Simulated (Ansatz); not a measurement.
Frontier orbitals of `[F][Al@H-]1[SH+][Al@@H-]([F])[SH+]1`.

```xyz
10

F     2.1185    0.3775    1.4713
Al    1.1067    1.1044    0.3781
S    -1.0791    0.7402    1.1904
Al   -1.2965   -0.5938   -0.7444
F    -1.4591   -2.1508   -0.1998
S     0.9496   -0.3920   -1.4400
H     1.2732    2.5809   -0.1286
H    -0.6888   -0.3083    1.9410
H    -2.2632    0.0817   -1.7806
H     1.3385   -1.4398   -0.6875
```

Charge 0, multiplicity 1. The structure was optimised at the PBE0-D4/def2-TZVP level. Basis def2-TZVPP, Ansatz 0.2.0.

Orbital energies of one run (eV). Highest occupied ones, from the top: -7.41, -7.68, -8.00, -8.26, -9.09, -9.35, -9.43, -9.51, -9.76, -9.82, -10.84, -11.00, -11.28, -11.92. Empty: -1.83, -0.84, -0.60, -0.58, -0.30, -0.12.

(1) Which functional gave them?
A. revPBE
B. r2SCANh
C. r2SCAN
D. BHLYP

Answers

(1) A. HOMO energies: revPBE -7.41, r2SCANh -8.25, r2SCAN -7.79, BHLYP -9.92 eV.
